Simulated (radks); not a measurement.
The titanium ion Ti+, 21 electrons, occupied as [Ar] 3d1 4s2 (not the ground configuration).

All-electron calculation, Dirac Kohn-Sham, PBE, spin-unpolarised, spherical densities, finite nucleus; open shells fill j = l - 1/2 first; Fermi nuclear charge, rms radius 3.5921 fm. Program: a radial shooting solver on a logarithmic mesh with Libxc functionals.

Energy parts (hartree):
part                       energy
total                  -853.21437
kinetic                 861.57697
electron-nucleus      -2020.06849
Hartree                 346.81895
exchange-correlation    -41.54180

Orbitals (lengths in bohr, moments of r in powers of bohr):
\begin{tabular}{lrrrr}
orbital & occ. & eigenvalue (hartree) & <1/r> & <r> \\ \hline
1s1/2 & 2 & -179.3838 & 21.80 & 0.06959 \\
2s1/2 & 2 & -20.24415 & 4.559 & 0.3248 \\
2p1/2 & 2 & -16.97731 & 4.490 & 0.2881 \\
2p3/2 & 4 & -16.76535 & 4.433 & 0.2908 \\
3s1/2 & 2 & -2.77692 & 1.413 & 0.9962 \\
3p1/2 & 2 & -1.91074 & 1.294 & 1.060 \\
3p3/2 & 4 & -1.88566 & 1.282 & 1.068 \\
3d3/2 & 1 & -0.58415 & 0.9690 & 1.356 \\
3d5/2 & 0 & -0.58202 & 0.9665 & 1.360 \\
4s1/2 & 2 & -0.43854 & 0.4354 & 3.003 \\
\end{tabular}

The highest occupied level is 4s1/2 at -11.933 eV. The configuration is held as typed, so some empty levels lie below it. Summed over all electrons, <r^2> = 33.97 bohr^2, which gives a Langevin (diamagnetic) susceptibility term of -26.9 x 10^-6 cm^3/mol. The density falls to 0.001 e/bohr^3 at r = 4.43 bohr. The electron density at the nucleus is 8504 e/bohr^3.
